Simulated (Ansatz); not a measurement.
AlF$_{3}$H$_{2}$Se (`[F][Al-]([F])([F])[SeH2+]`). The species carries charge 0 and has multiplicity 1.

| atom | x (Å) | y (Å) | z (Å) |
| --- | --- | --- | --- |
| F1 | -2.082 | -0.521 | -0.459 |
| Al2 | -0.879 | -0.131 | 0.599 |
| F3 | -0.028 | -1.375 | 1.271 |
| F4 | -1.028 | 1.251 | 1.486 |
| Se5 | 0.862 | 0.721 | -1.123 |
| H6 | 1.182 | -0.628 | -1.610 |
| H7 | 1.974 | 0.683 | -0.163 |

(1) What are the harmonic wavenumbers in cm⁻¹ at PBE0-D4/def2-TZVP (Ansatz, finite differences of forces, unscaled)? (Best estimate.)

(2) Is this a minimum?

(3) Give the ideal-gas thermochemistry at 298.15 K and 1 bar (rigid rotor, harmonic oscillator; point group Cs, symmetry number 1).

## Answers

(1) The calculation gave: 65, 97, 98, 161, 236, 236, 333, 440, 490, 672, 899, 906, 1052, 2447, 2458.

(2) Yes, all 15 modes are real.

(3) Zero-point energy 63.3 kJ/mol; H(298) − E = 86.6 kJ/mol; entropy 379.5 J/(mol·K), of which translation 172.5, rotation 119.2, vibration 87.7; G(298) − E = -26.6 kJ/mol. Modes under 100 cm⁻¹ are hindered rotations or soft bends, so the harmonic entropy is rough.
